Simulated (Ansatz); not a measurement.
C$_{2}$H$_{7}$ClSi$_{2}$ (`[SiH3]/C=C(\[SiH3])Cl`), relaxed with RKS PBE0-D4/def2-TZVP in Ansatz from a PBE-D4/def2-SVP geometry. The force threshold is 0.005 eV/Å; the program also tests the step.

Total charge 0; spin multiplicity 1.

Start:

```xyz
12

Si   -0.996   -0.815   -1.410
C    -1.174   -0.158    0.353
C    -0.184    0.391    1.092
Si    1.630    0.660    0.618
Cl   -0.512    0.960    2.735
H    -2.349   -1.304   -1.851
H    -0.537    0.260   -2.360
H    -0.019   -1.959   -1.482
H    -2.177   -0.227    0.816
H     1.949    2.126    0.685
H     1.859    0.151   -0.778
H     2.508   -0.086    1.581
```

(1) How much energy does the relaxation release, and in how many steps? (Best estimate.)

(2) Which bonds change most? (Estimate.)

(3) Give the relaxed structure. (Best estimate.)

Answers

(1) The calculation gave: 0.05 eV, in 5 steps.

(2) The calculation gave: C2–C3 from 1.352 to 1.331 Å; Si1–H8 from 1.506 to 1.486 Å; Si1–H7 from 1.506 to 1.486 Å; C3–Si4 from 1.894 to 1.874 Å.

(3) Computed: 
```xyz
12

Si   -0.974   -0.800   -1.392
C    -1.159   -0.151    0.354
C    -0.184    0.386    1.084
Si    1.608    0.646    0.604
Cl   -0.514    0.950    2.707
H    -2.306   -1.294   -1.825
H    -0.529    0.269   -2.324
H    -0.001   -1.922   -1.454
H    -2.150   -0.221    0.803
H     1.922    2.094    0.665
H     1.811    0.136   -0.776
H     2.475   -0.094    1.553
```
